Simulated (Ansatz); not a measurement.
Relaxation of GaH₅N (7 atoms, charge 0, multiplicity 2), to a largest force component of 0.03 eV/Å in at most 50 steps.

Method: UKS PBE0/def2-SVP (Ansatz).

```xyz
7
Properties=species:S:1:pos:R:3:forces:R:3
Ga -0.059 -0.395 0.227 0.01 -0.02 0.07
H 0.790 -0.694 2.846 -0.50 0.40 -0.34
H 1.276 0.399 -0.141 -0.02 0.00 0.01
H -1.479 0.307 0.020 0.02 0.01 0.01
N 0.051 -0.115 2.406 0.49 -0.41 0.29
H -0.832 -0.361 2.854 0.02 0.01 -0.02
H 0.253 0.858 2.638 -0.02 0.00 -0.01
```

Where does it end, and by what steps?

It converged. The force dipped under the threshold on the way, but the program's further checks kept it going. After 7 steps the energy has fallen by 0.010 eV; H2 moved furthest, 0.13 Å.

| step | energy less start (eV) | largest force component (eV/Å) | accepted |
| --- | --- | --- | --- |
| 0 | 0.0000 | 0.502 | yes |
| 1 | -0.0071 | 0.144 | yes |
| 2 | -0.0071 | 0.106 | no |
| 3 | -0.0086 | 0.015 | yes |
| 4 | -0.0091 | 0.034 | yes |
| 5 | -0.0095 | 0.078 | yes |
| 6 | -0.0098 | 0.038 | yes |
| 7 | -0.0100 | 0.005 | yes |

```xyz
7
Properties=species:S:1:pos:R:3
Ga -0.091 -0.401 0.242
H 0.853 -0.594 2.794
H 1.300 0.288 -0.125
H -1.444 0.419 0.030
N 0.042 -0.116 2.402
H -0.788 -0.472 2.876
H 0.128 0.875 2.630
```

Whether the end is a true minimum wasn't checked by a vibrational analysis.

Run time: 13 s on 2 threads of Arm Neoverse V2, with other jobs on the host, peak memory 0.17 GiB.
